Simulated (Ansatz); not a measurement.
Reaction (formal exchange of groups at a B–Ga bond): `[OH][GaH][BH]BF` + SiH₄ → `FBB[SiH3]` + `[OH][GaH2]`

Computed with Ansatz on PBE0-D4/def2-TZVP structures; ΔE is electronic, products minus reactants. CBS: MP2 limit from def2 TZ/QZ plus the TZ coupled-cluster correction, frozen cores. This one scheme is used for every species. Functionals use def2-TZVPP. B3LYP here is the variant with VWN-RPA as its local correlation; programs differ in this. For Ga outer-core shells are correlated without core-valence functions, which leaves a few kJ/mol of doubt a bond. Scalar relativity is left out up to krypton. One conformer a species, not always the lowest.

```tsv
species	B3LYP-D4 energy (Eh)
`[OH][GaH][BH]BF`	-2152.22384
SiH₄	-291.91967
`FBB[SiH3]`	-442.15027
`[OH][GaH2]`	-2001.98793
```

Question: Work out ΔE.

Answer: ΔE = (-442.15027) + (-2001.98793) − (-2152.22384) − (-291.91967) = 0.00531 Eh = +3.3 kcal/mol. CCSD(T)/CBS gives +3.6 kcal/mol.

Largest T1 diagnostic among the species: 0.015.

In def2-TZVPP, CCSD(T) changes the Hartree–Fock value by +1.2 kcal/mol (the triples alone add +0.2 kcal/mol) and MP2 by +1.6 kcal/mol. From BLYP to BHLYP (50 % exact exchange), in def2-TZVPP and without D4, ΔE moves by −0.9 kcal/mol. Leaving LDA and LC-ωPBE aside and taking each functional with its dispersion term where it has one, the values, not all of them listed here, spread over 3.1 kcal/mol, from B97M-V to BLYP-D4.
